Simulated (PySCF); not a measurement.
An unknown shows these calculated signals:

¹H NMR (500 MHz, computed): δ 7.73 (m, 1H), 7.44 (m, 1H), 6.70 (m, 1H), 6.62 (br, 1H), 1.72 (m, 2H), 1.71 (m, 2H), 0.91 (t, 3H).

¹³C{¹H} NMR (computed): δ 170.2 (C), 155.0 (CH), 140.0 (CH), 117.3 (CH), 29.2 (CH2), 24.4 (CH2), 19.2 (CH3).

One conformer, no relativistic terms, fast rotation and ring inversion assumed for equivalent nuclei, no solvent. PBE0/pcSseg-1 with gauge-including orbitals; PBE0-D3(BJ)/def2-SVP structure; PySCF.

Scale: ¹H (31.27 ppm), ¹³C (184.41 ppm) vs TMS (reference shieldings calculated alike).

Which of these does the molecule contain: an amide, a CH3CH2 unit, a heteroaromatic ring, a Si–H bond, an N-methyl group?

Results:


- An amide: no.
- A CH3CH2 unit: yes (δC 19.2, 24.4; δH 0.91 (t), 1.72 (m)).
- A heteroaromatic ring: yes.
- A Si–H bond: no.
- An N-methyl group: no.

The data belong to `CCCBc1ccco1`, C7H11BO; they needn't prove each group on their own.

Carbon signals by region: 1 in the far downfield region (above 160 ppm), 3 in the sp2 and nitrile region (100–160 ppm), 3 below 50 ppm. Above 160 ppm: 170.2, substituted aromatic carbon next to the ring oxygen.

Hydrogens on boron are broadened and split by ¹¹B (spin 3/2, 80 %) and 10B (spin 3). A carbon bonded to boron is broadened by the quadrupolar boron nucleus and is often missing from a measured spectrum. Shifts are as computed. Against solution values, carbons near 30 ppm lie about +2 ppm off and those near 130 ppm about +5 ppm. Of 1309 compounds with measured shifts, 239 miss one by over three times the rms of a fit or turn the order of signals round; such compounds aren't used in these exercises. Multiplicities follow the n + 1 count of equivalent neighbours, as no J values were calculated; m marks all less simple cases, F and P coupling included.
